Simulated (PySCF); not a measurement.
Al(Cl)(Me)(vinyl) (C₃H₆AlCl), SMILES C=[CH][Al]([CH3])[Cl].

The structure is a stationary point at PBE-D3(BJ)/def2-SVP. The structure was generated by enumeration; whether it is a known compound was not checked. Other conformers were not sampled.

All values below come from PBE-D3(BJ)/def2-SVP (PySCF).

Frequencies are harmonic and unscaled.

Computed vibrational spectrum:
| mode | ν (cm⁻¹) | IR (km/mol) | moving atoms (share of kinetic energy) |
|---|---|---|---|
| 1 | 40 | 0.0 | H 98 % |
| 2 | 67 | 0.3 | C 50 %, H 31 %, Al 11 %, Cl 8 % |
| 3 | 110 | 1.6 | C 48 %, H 23 %, Al 15 %, Cl 14 % |
| 4 | 156 | 5.4 | C 42 %, H 23 %, Cl 22 %, Al 13 % |
| 5 | 183 | 6.1 | Al 49 %, H 36 %, C 12 % |
| 6 | 267 | 2.6 | C 55 %, Cl 21 %, H 19 % |
| 7 | 436 | 22.2 | H 70 %, C 25 % |
| 8 | 460 | 31.6 | C 38 %, Cl 31 %, Al 17 %, H 14 % |
| 9 | 596 | 31.9 | C 38 %, Al 28 %, H 27 % |
| 10 | 626 | 53.2 | H 73 %, C 20 % |
| 11 | 685 | 104.9 | H 50 %, C 24 %, Al 24 % |
| 12 | 698 | 133.6 | Al 45 %, C 31 %, H 24 % |
| 13 | 957 | 27.3 | H 72 %, C 28 % |
| 14 | 960 | 12.1 | H 87 %, C 12 % |
| 15 | 1025 | 9.5 | H 93 % |
| 16 | 1167 | 25.5 | H 79 %, C 20 % |
| 17 | 1219 | 2.4 | H 71 %, C 29 % |
| 18 | 1370 | 6.3 | H 88 %, C 12 % |
| 19 | 1374 | 1.9 | H 95 % |
| 20 | 1377 | 11.7 | H 89 %, C 11 % |
| 21 | 1595 | 20.4 | C 83 %, H 17 % |
| 22 | 2968 | 1.1 | H 97 % |
| 23 | 3027 | 22.3 | H 95 % |
| 24 | 3058 | 4.3 | H 92 %, C 8 % |
| 25 | 3060 | 1.8 | H 91 %, C 9 % |
| 26 | 3074 | 5.3 | H 91 %, C 9 % |
| 27 | 3112 | 14.7 | H 89 %, C 11 % |
